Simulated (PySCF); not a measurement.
Excitation energy of Al by level of theory

Al [Ne] 3s2 3p1 (2P) → Al [Ne] 3s1 3p1 3d1 (high-spin determinant), as a difference of total energies. All numbers are calculated (PySCF 2.14, no relativity, point nucleus, in dyall-av3z). Correlated levels: valence: [Ne] frozen; virtual orbitals above 40 to 60 times the deepest correlated orbital energy dropped. The calculations carry no spin-orbit coupling.

```csv
method,excitation energy (eV)
UHF,7.647
LDA,8.472
PBE,8.317
PBE0,8.372
r2SCAN,8.213
MN15,8.916
r2SCAN0,8.333
revPBE,8.231
PBEsol,8.252
MP2 (valence),8.452
SCS-MP2 (valence),8.725
```

Problem. How much does correlation contribute at MP2 (valence)?

Solution. 8.452 − (7.647) = 0.805 eV, measured against UHF.

The upper state lies above the first ionisation limit, but in LS coupling its spin forbids autoionisation to the ground ion.

The promoted electron is Rydberg-like, and one or two diffuse shells describe it only roughly, which tends to raise the upper state.

The determinant of the upper state mixes LS terms, which raises its energy above the lowest term, most at the Hartree-Fock and MP2 levels.
